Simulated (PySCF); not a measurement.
**Atomic charges by several schemes**

Compound: C7H14OP (charge +1).
Structure used (GFN2-xTB), in Å, numbered top down from 1:
```xyz
23
C7H14OP angstrom
C     -0.9298    2.3205   -1.2526
C     -1.1200    1.5371   -0.2007
P     -0.6143   -0.1853   -0.1618
C     -2.0789   -1.2221   -0.1178
C     -2.3894   -2.0501   -1.1051
C      0.3076   -0.5203    1.3736
C      1.6097    0.2747    1.5021
C      2.3016    0.3803    0.1344
O      2.1386   -0.8027   -0.6162
H     -1.2605    3.3463   -1.2594
H     -0.4344    1.9722   -2.1457
H     -1.6213    1.8844    0.6960
H      0.0560   -0.4826   -1.3185
H     -2.6971   -1.1206    0.7662
H     -1.7756   -2.1488   -1.9868
H     -3.2723   -2.6667   -1.0670
H      0.5060   -1.5968    1.3785
H     -0.3725   -0.2994    2.2039
H      2.2551   -0.2316    2.2212
H      1.4188    1.2808    1.8749
H      1.8184    1.1710   -0.4517
H      3.3557    0.6421    0.2528
H      2.7939   -1.4554   -0.3444
```

Density: PBE0/pcSseg-1 (PySCF); schemes: Mulliken, IAO, Hirshfeld and ESP-fitted. Isolated species at its GFN2-xTB geometry (one conformer only).

Problem. Which atoms carry the lowest charge in the Mulliken, IAO, Hirshfeld and ESP-fitted schemes?

Solution. All schemes agree: Mulliken O9 (-0.474); IAO O9 (-0.568); Hirshfeld O9 (-0.195); ESP-fitted O9 (-0.687).

Problem. For which atoms does the sign change between the 4 schemes (beyond +0.03 e in one, beyond −0.03 e in another)?

Solution. C8.

Problem. At which atom do the 4 schemes differ most?

Solution. At P3: from +0.449 (Hirshfeld) to +1.069 e (IAO), 0.620 e apart.

Problem. What partial charge does each atom carry?

Solution. In e:

| atom | environment | Mulliken | IAO | Hirshfeld | ESP-fitted |
| --- | --- | --- | --- | --- | --- |
| C1 | terminal =CH2 carbon | -0.062 | -0.221 | -0.017 | -0.276 |
| C2 | alkene CH carbon | -0.387 | -0.392 | -0.075 | -0.250 |
| P3 | phosphonium phosphorus | +0.533 | +1.069 | +0.449 | +0.644 |
| C4 | alkene CH carbon | -0.392 | -0.386 | -0.077 | -0.465 |
| C5 | terminal =CH2 carbon | -0.064 | -0.221 | -0.019 | -0.135 |
| C6 | sp3 carbon bound to phosphorus | -0.404 | -0.455 | -0.084 | -0.264 |
| C7 | chain CH2 carbon | -0.219 | -0.281 | -0.066 | -0.166 |
| C8 | carbinol carbon (C–OH) | -0.008 | -0.061 | +0.010 | +0.149 |
| O9 | alcohol oxygen | -0.474 | -0.568 | -0.195 | -0.687 |
| H10 | vinylic hydrogen | +0.177 | +0.197 | +0.089 | +0.217 |
| H11 | vinylic hydrogen | +0.155 | +0.173 | +0.075 | +0.194 |
| H12 | vinylic hydrogen | +0.184 | +0.186 | +0.075 | +0.201 |
| H13 | P–H hydrogen | +0.177 | +0.046 | +0.048 | +0.144 |
| H14 | vinylic hydrogen | +0.182 | +0.186 | +0.074 | +0.247 |
| H15 | vinylic hydrogen | +0.154 | +0.172 | +0.074 | +0.152 |
| H16 | vinylic hydrogen | +0.176 | +0.197 | +0.089 | +0.200 |
| H17 | methylene hydrogen | +0.196 | +0.186 | +0.066 | +0.152 |
| H18 | methylene hydrogen | +0.197 | +0.180 | +0.072 | +0.144 |
| H19 | methylene hydrogen | +0.165 | +0.165 | +0.062 | +0.120 |
| H20 | methylene hydrogen | +0.155 | +0.160 | +0.057 | +0.079 |
| H21 | methylene hydrogen | +0.143 | +0.138 | +0.038 | +0.058 |
| H22 | methylene hydrogen | +0.161 | +0.160 | +0.065 | +0.077 |
| H23 | hydroxyl hydrogen | +0.254 | +0.370 | +0.188 | +0.466 |

Mean size of the charges over all atoms: IAO 0.268 e, ESP-fitted 0.239 e, Mulliken 0.218 e, Hirshfeld 0.090 e. Each set sums to the total charge, 1, to within 0.001 e. The Mulliken scheme gives each basis function's population to the atom it is centred on and halves the overlap population of two atoms between them.

Problem. How many electrons does the IAO scheme count on C1?

Solution. Z − q = 6 − (-0.221) = 6.221.

Problem. How closely do the schemes follow one another over all atoms?

Solution. Correlation coefficient and root-mean-square difference: IAO with Hirshfeld 0.98, 0.224 e; Mulliken with IAO 0.95, 0.130 e; Mulliken with ESP-fitted 0.93, 0.107 e; IAO with ESP-fitted 0.93, 0.128 e; Hirshfeld with ESP-fitted 0.91, 0.187 e; Mulliken with Hirshfeld 0.89, 0.156 e.

Problem. Sum the charges by element, for elements with more than one atom.

Solution. 
```csv
element,atoms,Mulliken,IAO,Hirshfeld,ESP-fitted
C,7,-1.537,-2.017,-0.327,-1.407
H,14,+2.477,+2.516,+1.073,+2.449
```
